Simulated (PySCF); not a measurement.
**J couplings in [GeMe5]-**

Geometry:
```csv
atom,x (Å),y (Å),z (Å)
Ge1,-0.008,-0.003,0.021
C2,0.002,-0.028,2.163
H3,0.400,-0.983,2.561
H4,-1.016,0.100,2.580
H5,0.629,0.786,2.579
C6,-0.004,0.025,-2.128
H7,-1.022,0.163,-2.545
H8,0.395,-0.920,-2.548
H9,0.623,0.849,-2.525
C10,2.013,-0.036,0.006
H11,2.404,-0.572,-0.873
H12,2.431,-0.478,0.925
H13,2.371,1.007,-0.056
C14,-0.991,1.762,0.019
H15,-0.927,2.286,0.986
H16,-2.057,1.562,-0.190
H17,-0.621,2.421,-0.783
C18,-1.065,-1.724,-0.018
H19,-0.359,-2.561,-0.160
H20,-1.770,-1.740,-0.865
H21,-1.614,-1.901,0.921
```

Total charge -1.

Couplings: PBE/pcJ-1 (pcSseg-1 on Ge) (without the spin–dipole term) in PySCF 2.14, geometry PBE0-D3(BJ)/def2-SVP; gas phase, one conformer, non-relativistic. Couplings are averaged over pairs made equivalent by symmetry, fast rotation or ring inversion, so a value needn't be that of the named pair in this geometry, while other rotamers aren't included; one pair stands for each set, and the list holds those of at least 0.8 Hz over up to four bonds.

Isotopes: 13C, 1H.

```
  pair  bonds  J (Hz)
C2, H3      1   113.1
C2, C6      2    18.6
H3, H4      2       ?
C2, H7      3       ?
```

Estimate the withheld couplings, with signs.

Results:


- 2J(H3,H4) = -9.8 Hz (mean over equivalent pairs that range from -11.9 to -7.3 Hz in this conformer)
- 3J(C2,H7) = 1.3 Hz (mean over equivalent pairs that range from -1.3 to 8.3 Hz in this conformer)

Relativistic effects of the heavier atoms present are left out.
